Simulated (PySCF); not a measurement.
# Telling isomers of C7H7FO2 apart by NMR

No relativistic terms, single conformer, one averaged value for each set of equivalent atoms, no solvent model. GFN2-xTB geometry; shieldings: GIAO PBE0/pcSseg-1; PySCF.

Chemical shifts δ = σref − σ; 1H (31.72 ppm), 13C (186.93 ppm) against TMS, all at this level. Splittings of carbon signals by F and P are missing where no couplings were computed. Where no couplings were computed, multiplicities follow the n + 1 count of equivalent neighbours, and m marks all less simple cases (inequivalent or close neighbours, rings, F or P nearby). Shifts are as computed. Against solution values, carbons near 30 ppm lie about +3 ppm off and those near 130 ppm about +5 ppm. Of 1309 compounds with measured shifts, 239 miss one by over three times the rms of a fit or turn the order of signals round; such compounds aren't used in these exercises.

(1) Tabulate the signals of `Cc1cc(C(=O)F)oc1C`, `C=C[C@@H]1OC(=O)C(C)=C1F` and their relative energies.

(2) What is the quickest way to tell Cc1cc(C(=O)F)oc1C from C=C[C@@H]1OC(=O)C(C)=C1F?

## Answers

(1) 
```tsv
SMILES	carbon types	δC	δH	E rel. (kcal/mol)
Cc1cc(C(=O)F)oc1C	4×C 1×CH 2×CH3	164.7, 155.6, 143.1, 136.1, 125.7, 14.4, 11.9	7.45 (m, 1H), 2.49 (s, 3H), 2.25 (s, 3H)	0.0
C=C[C@@H]1OC(=O)C(C)=C1F	3×C 2×CH 1×CH2 1×CH3	185.8, 174.4, 143.3, 128.6, 113.9, 82.9, 9.1	5.82 (m, 1H), 5.82 (m, 1H), 5.74 (m, 1H), 5.08 (m, 1H), 1.97 (s, 3H)	22.1
```

Energies are electronic energies at PBE0/pcSseg-1 on these geometries, without zero-point or thermal terms, each for the one conformer computed, which needn't be the lowest.

(2) Both give the same number of carbon signals, but DEPT or the intensities differ. The first has a substituted aromatic carbon next to the ring oxygen (C) at 143.1 ppm, the second a terminal =CH2 carbon at 128.6 ppm. Their most deshielded carbons lie at 164.7 and 185.8 ppm. In the proton spectra the most deshielded non-exchanging signals are 7.45 (m, 1H) and 5.82 (m, 1H).
